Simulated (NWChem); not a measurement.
C₃H₅BO₂; SMILES OB1C=CCO1

```xyz
11

O      0.1305    -2.1432     0.0000
B      0.0949    -0.7816     0.0000
C      1.2809     0.2252     0.0000
C      0.7003     1.4371     0.0000
C     -0.8027     1.3222     0.0000
O     -1.0969    -0.0760     0.0000
H     -0.7655    -2.5134     0.0000
H      2.3540     0.0653     0.0000
H      1.1895     2.4093     0.0000
H     -1.2589     1.7867     0.8855
H     -1.2589     1.7867    -0.8855
```
Atoms are numbered in this order, from 1.

Computed with NWChem. Pople sets run with spherical d functions. STO-3G and 3-21G are far too small for this property and stand as cheap habits. Coordinates come from a B3LYP/6-31G* (spherical d) optimisation. B3LYP is NWChem's, with the RPA form of VWN correlation. Field at 589 nm.

Task: Among these, which level gives the highest value of “anisotropy (bohr³)”?
(A) B3LYP/STO-3G
(B) B3LYP/def2-SVP
(C) B3LYP/6-31G*

Result: C, B3LYP/6-31G*. Values: B3LYP/STO-3G 28.9; B3LYP/def2-SVP 29.4; B3LYP/6-31G* 31.5
